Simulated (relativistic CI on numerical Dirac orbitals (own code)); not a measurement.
Method of calculation: Dirac-Coulomb-Breit CI, KLI orbitals optimised for each configuration, a model potential for QED, unscaled Slater integrals (own radial code, finite nucleus).

The strongest absorption lines from the ground level of an ion, among the configurations computed and to levels below about 86700 eV (vacuum wavelength in nm, gf): 0.01431 (0.0086), 0.01448 (0.015), 0.01480 (0.032), 0.01484 (0.014), 0.01555 (0.085), 0.01567 (0.04), 0.01813 (0.41), 0.01869 (0.24).

Q: Which ion is it?
A. Hf70+
B. Pt76+
C. Dy64+
D. Pt74+

A: B. Pt76+ has 2 electrons and the ground level 1s2 1S_0; the strongest line goes to 1s 2p 1P°_1. The pattern of lines fixes the number of electrons, and along that sequence the line energies rise steadily with the charge (about as its square where n changes within one kind of shell, about linearly where n is kept but much faster in heavy ions where fine structure, which grows about as Z⁴, sets the gap, and irregularly where shells cross), which fixes Z. Configurations outside the model, such as inner-shell arrays, can give stronger lines. At this charge energies of transitions that change n are usually good to better than 1 %, and those within a shell (Δn = 0) to a few per cent.

LS names give the leading component of a level, which can be under half, so a name can repeat, a term be missing and a line seem to break the LS rules.
